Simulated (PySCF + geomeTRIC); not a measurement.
Level of theory: PySCF + geomeTRIC with BP86-D3(BJ)/def2-SVP. fastk is a local helper that only speeds up exchange builds. No frequencies were computed at this level.

```python
import json, numpy as np
from pyscf import gto, dft
from fastk import lowrank_exchange
atoms = """
Nb    -0.017427    -0.198979    -0.065127
Cl     0.936888    -2.206237    -0.279469
Cl    -2.102084    -0.146056    -0.956509
C     -1.074745     0.382037     1.885131
H     -1.939996    -0.268924     2.049202
H     -1.447895     1.408657     1.785623
H     -0.449467     0.340606     2.780131
C      1.735879     0.737656     0.996893
H      2.630113     0.666147     0.365997
H      1.960396     0.165808     1.905553
H      1.665797     1.784491     1.306603
C      0.432381     1.470650    -1.569319
H      0.071031     1.185294    -2.562941
H      1.487493     1.738595    -1.660271
H     -0.115563     2.370747    -1.264711
"""
def scf(charge, spin, dm0=None):
    mol = gto.M(atom=atoms, basis='def2-svp', ecp={'Nb': 'def2-svp'}, charge=charge, spin=spin, verbose=3, max_memory=10080)
    mf = dft.KS(mol, xc='bp86').density_fit(auxbasis="def2-universal-jkfit")
    mf.disp = 'd3bj'
    mf.grids.level = 3
    mf.conv_tol = 1e-8
    mf.max_cycle = 120
    mf.level_shift = 0.25
    mf.kernel(dm0)
    if not mf.converged:
        mf = mf.newton().run(mf.mo_coeff, mf.mo_occ).undo_soscf()
    return mf
mf = scf(0, 0)
from pyscf.geomopt.geometric_solver import kernel as optimize
path = []
done, mol = optimize(mf, maxsteps=120, assert_convergence=False, callback=lambda env: path.append((env["energy"], bool(env["g_scanner"].converged))))
res = dict(converged=bool(done and path[-1][1]), energy=path[-1][0], path=[e for e, c in path], xyz=mol.atom_coords(unit="Angstrom").tolist(), nao=mol.nao)
json.dump(res, open("result.json", "w"))
```

Output:

```
converged SCF energy = -1097.02042217031
Geometry optimization cycle 1
converged SCF energy = -1097.02042215793
cycle 1: E = -1097.02042216  dE = -1097.02  norm(grad) = 0.0833954
Geometry optimization cycle 2
converged SCF energy = -1097.03393493633
cycle 2: E = -1097.03393494  dE = -0.0135128  norm(grad) = 0.0191979
Geometry optimization cycle 3
converged SCF energy = -1097.03485547785
cycle 3: E = -1097.03485548  dE = -0.000920542  norm(grad) = 0.00575799
Geometry optimization cycle 4
converged SCF energy = -1097.03502566068
cycle 4: E = -1097.03502566  dE = -0.000170183  norm(grad) = 0.00436599
Geometry optimization cycle 5
converged SCF energy = -1097.03517813878
cycle 5: E = -1097.03517814  dE = -0.000152478  norm(grad) = 0.0049599
Geometry optimization cycle 6
converged SCF energy = -1097.03526634903
cycle 6: E = -1097.03526635  dE = -8.82103e-05  norm(grad) = 0.00387225
Geometry optimization cycle 7
converged SCF energy = -1097.03534048797
cycle 7: E = -1097.03534049  dE = -7.41389e-05  norm(grad) = 0.0021686
Geometry optimization cycle 8
converged SCF energy = -1097.03542079945
cycle 8: E = -1097.0354208  dE = -8.03115e-05  norm(grad) = 0.00195057
Geometry optimization cycle 9
converged SCF energy = -1097.03544392921
cycle 9: E = -1097.03544393  dE = -2.31298e-05  norm(grad) = 0.00181366
Geometry optimization cycle 10
converged SCF energy = -1097.035465527
cycle 10: E = -1097.03546553  dE = -2.15978e-05  norm(grad) = 0.00104909
Geometry optimization cycle 11
converged SCF energy = -1097.03547252973
cycle 11: E = -1097.03547253  dE = -7.00273e-06  norm(grad) = 0.000527197
Geometry optimization cycle 12
converged SCF energy = -1097.03547576835
cycle 12: E = -1097.03547577  dE = -3.23862e-06  norm(grad) = 0.000463674
Geometry optimization cycle 13
converged SCF energy = -1097.0354782176
cycle 13: E = -1097.03547822  dE = -2.44926e-06  norm(grad) = 0.000702125
Geometry optimization cycle 14
converged SCF energy = -1097.03548010795
cycle 14: E = -1097.03548011  dE = -1.89035e-06  norm(grad) = 0.00091588
Geometry optimization cycle 15
converged SCF energy = -1097.03548024942
cycle 15: E = -1097.03548025  dE = -1.41463e-07  norm(grad) = 0.000849607
Geometry optimization cycle 16
converged SCF energy = -1097.03548135609
cycle 16: E = -1097.03548136  dE = -1.10668e-06  norm(grad) = 0.000532235
Geometry optimization cycle 17
converged SCF energy = -1097.03548289462
cycle 17: E = -1097.03548289  dE = -1.53852e-06  norm(grad) = 0.000305699
Geometry optimization cycle 18
converged SCF energy = -1097.03548279987
cycle 18: E = -1097.0354828  dE = 9.4748e-08  norm(grad) = 0.000411329
Geometry optimization cycle 19
converged SCF energy = -1097.03548330019
cycle 19: E = -1097.0354833  dE = -5.00321e-07  norm(grad) = 0.000328598
Geometry optimization cycle 20
converged SCF energy = -1097.03548393869
cycle 20: E = -1097.03548394  dE = -6.38498e-07  norm(grad) = 0.000206047
<class 'geometric.internal.Distance'> : 14
<class 'geometric.internal.Angle'> : 24
<class 'geometric.internal.OutOfPlane'> : 4
<class 'geometric.internal.Dihedral'> : 36
<class 'geometric.internal.TranslationX'> : 1
<class 'geometric.internal.TranslationY'> : 1
<class 'geometric.internal.TranslationZ'> : 1
<class 'geometric.internal.RotationA'> : 1
<class 'geometric.internal.RotationB'> : 1
<class 'geometric.internal.RotationC'> : 1
Step    0 : Gradient = 2.153e-02/5.774e-02 (rms/max) Energy = -1097.0204221579
Step    1 : Displace = 9.721e-02/1.440e-01 (rms/max) Trust = 1.000e-01 (=) Grad = 4.957e-03/1.302e-02 (rms/max) E (change) = -1097.0339349363 (-1.351e-02) Quality = 0.943
Step    2 : Displace = 2.979e-02/4.909e-02 (rms/max) Trust = 1.414e-01 (+) Grad = 1.487e-03/3.702e-03 (rms/max) E (change) = -1097.0348554779 (-9.205e-04) Quality = 1.034
Step    3 : Displace = 1.771e-02/2.671e-02 (rms/max) Trust = 2.000e-01 (+) Grad = 1.127e-03/2.838e-03 (rms/max) E (change) = -1097.0350256607 (-1.702e-04) Quality = 1.358
Step    4 : Displace = 3.542e-02/5.378e-02 (rms/max) Trust = 2.828e-01 (+) Grad = 1.281e-03/3.268e-03 (rms/max) E (change) = -1097.0351781388 (-1.525e-04) Quality = 0.904
Step    5 : Displace = 2.499e-02/4.215e-02 (rms/max) Trust = 3.000e-01 (+) Grad = 9.998e-04/1.880e-03 (rms/max) E (change) = -1097.0352663490 (-8.821e-05) Quality = 0.898
Step    6 : Displace = 1.263e-02/2.061e-02 (rms/max) Trust = 3.000e-01 (=) Grad = 5.599e-04/1.178e-03 (rms/max) E (change) = -1097.0353404880 (-7.414e-05) Quality = 1.566
Step    7 : Displace = 3.570e-02/5.596e-02 (rms/max) Trust = 3.000e-01 (=) Grad = 5.036e-04/1.176e-03 (rms/max) E (change) = -1097.0354207994 (-8.031e-05) Quality = 1.092
Step    8 : Displace = 1.805e-02/2.800e-02 (rms/max) Trust = 3.000e-01 (=) Grad = 4.683e-04/1.173e-03 (rms/max) E (change) = -1097.0354439292 (-2.313e-05) Quality = 1.297
Step    9 : Displace = 2.243e-02/3.536e-02 (rms/max) Trust = 3.000e-01 (=) Grad = 2.709e-04/6.979e-04 (rms/max) E (change) = -1097.0354655270 (-2.160e-05) Quality = 1.032
Step   10 : Displace = 7.265e-03/1.188e-02 (rms/max) Trust = 3.000e-01 (=) Grad = 1.361e-04/2.622e-04 (rms/max) E (change) = -1097.0354725297 (-7.003e-06) Quality = 1.062
Step   11 : Displace = 3.849e-03/6.115e-03 (rms/max) Trust = 3.000e-01 (=) Grad = 1.197e-04/3.145e-04 (rms/max) E (change) = -1097.0354757683 (-3.239e-06) Quality = 0.779
Step   12 : Displace = 4.307e-03/7.768e-03 (rms/max) Trust = 3.000e-01 (=) Grad = 1.813e-04/5.315e-04 (rms/max) E (change) = -1097.0354782176 (-2.449e-06) Quality = 0.747
Step   13 : Displace = 6.625e-03/1.203e-02 (rms/max) Trust = 3.000e-01 (=) Grad = 2.365e-04/5.997e-04 (rms/max) E (change) = -1097.0354801080 (-1.890e-06) Quality = 0.403
Step   14 : Displace = 7.755e-03/1.281e-02 (rms/max) Trust = 3.000e-01 (=) Grad = 2.194e-04/4.569e-04 (rms/max) E (change) = -1097.0354802494 (-1.415e-07) Quality = 0.025
Step   15 : Displace = 3.825e-03/5.780e-03 (rms/max) Trust = 3.877e-03 (-) Grad = 1.374e-04/3.210e-04 (rms/max) E (change) = -1097.0354813561 (-1.107e-06) Quality = 0.234
Step   16 : Displace = 2.049e-03/4.352e-03 (rms/max) Trust = 1.912e-03 (-) Grad = 7.893e-05/2.095e-04 (rms/max) E (change) = -1097.0354828946 (-1.539e-06) Quality = 0.386
Step   17 : Displace = 2.059e-03/3.544e-03 (rms/max) Trust = 1.912e-03 (=) Grad = 1.062e-04/2.594e-04 (rms/max) E (change) = -1097.0354827999 (+9.475e-08) Quality = -0.031
Step   18 : Displace = 8.707e-04/1.800e-03 (rms/max) Trust = 9.562e-04 (-) Grad = 8.484e-05/1.887e-04 (rms/max) E (change) = -1097.0354833002 (-5.003e-07) Quality = 0.404
Step   19 : Displace = 9.128e-04/1.628e-03 (rms/max) Trust = 9.562e-04 (=) Grad = 5.320e-05/9.977e-05 (rms/max) E (change) = -1097.0354839387 (-6.385e-07) Quality = 0.390
Converged! =D
```

Cost: about 16 core-minutes (a rough figure).
